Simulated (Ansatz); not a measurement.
C2H6ClNOSi, SMILES `N[SiH](C=O)CCl` from Hartree–Fock to CCSD(T)

Z-matrix (Å, degrees):
```
Si
C 1 1.925
N 1 1.701 2 103.1
C 1 1.884 2 107.7 3 -120.4
H 1 1.488 2 110.7 3 123.7
O 2 1.209 1 119.6 3 -2.8
H 2 1.113 1 121.1 3 176.2
H 3 1.009 1 117.0 2 2.9
H 3 1.004 1 124.8 2 155.6
Cl 4 1.790 1 107.4 2 -63.2
H 4 1.090 1 112.3 2 55.2
H 4 1.091 1 113.0 2 178.2
```

Total charge 0; spin multiplicity 1. The geometry is a stationary point of PBE0-D4/def2-TZVP. It is one conformer, not always the lowest. Frozen core, restricted reference, the Gaussian-basis code of Ansatz. CBS rows extrapolate triple and quadruple zeta; past MP2 they add the triple-zeta difference.

```csv
basis,HF (Eh),MP2 corr.,CCSD corr.,(T),CCSD(T) total
def2-TZVPP,-957.10277,-1.07788,-1.12774,-0.04801,-958.27852
def2-QZVPP,-957.13441,-1.16232,–,–,–
CBS(def2),-957.13877,-1.22488,-1.27475,as TZ,-958.46153
```
